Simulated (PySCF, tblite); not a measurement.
Isomers of [C8H10OP]+ (charge +1), one GFN2-xTB conformer each. Single-point energies are computed at PBE0/pcSseg-1 (PySCF, gas phase, no added dispersion term), electronic only.

```tsv
SMILES	GFN2-xTB relative energy (kcal/mol)
C#CC[P@@H+](C)c1ccco1	0.0
C=C[PH+](C=C)c1ccoc1	2.2
```

Conformers: `[CH:1]#[C:2][CH2:3][P@@H+:4]([CH3:5])[c:6]1[cH:7][cH:8][cH:9][o:10]1` (charge +1) with C2–C3–P4–C5 58°, C3–P4–C6–C7 28°; `[CH2:1]=[CH:2][PH+:3]([CH:4]=[CH2:5])[c:6]1[cH:7][cH:8][o:9][cH:10]1` (charge +1) with C1–C2–P3–C4 115°, C2–P3–C4–C5 118°, C2–P3–C6–C7 -55°.

Problem. What does PBE0/pcSseg-1 give for the same structures?

Solution. 
```
               SMILES  PBE0/pcSseg-1 E (Eh)  PBE0/pcSseg-1 (kcal/mol)  GFN2-xTB (kcal/mol)  point group
 C=C[PH+](C=C)c1ccoc1            -726.48344                       0.0                  2.2           C1
C#CC[P@@H+](C)c1ccco1            -726.46560                      11.2                  0.0           C1
```

GFN2-xTB puts C#CC[P@@H+](C)c1ccco1 lowest instead. 

Problem. Which frontier levels and rotational constants go with these structures?

Solution. 
```csv
SMILES,"HOMO (eV, PBE0/pcSseg-1)",LUMO (eV),"A, B, C (MHz)"
C=C[PH+](C=C)c1ccoc1,-11.11,-5.59,"1664, 875.0, 631.7"
C#CC[P@@H+](C)c1ccco1,-11.27,-5.14,"3245, 614.4, 532.7"
```

Problem. What happens when harmonic zero-point energies from GFN2-xTB frequencies are added?

Solution. 
```tsv
SMILES	ZPE (kcal/mol)	electronic (kcal/mol)	with ZPE (kcal/mol)
C=C[PH+](C=C)c1ccoc1	95.1	0.0	0.0
C#CC[P@@H+](C)c1ccco1	94.2	11.2	10.3
```

The zero-point energies span 0.9 kcal/mol. The order is unchanged.
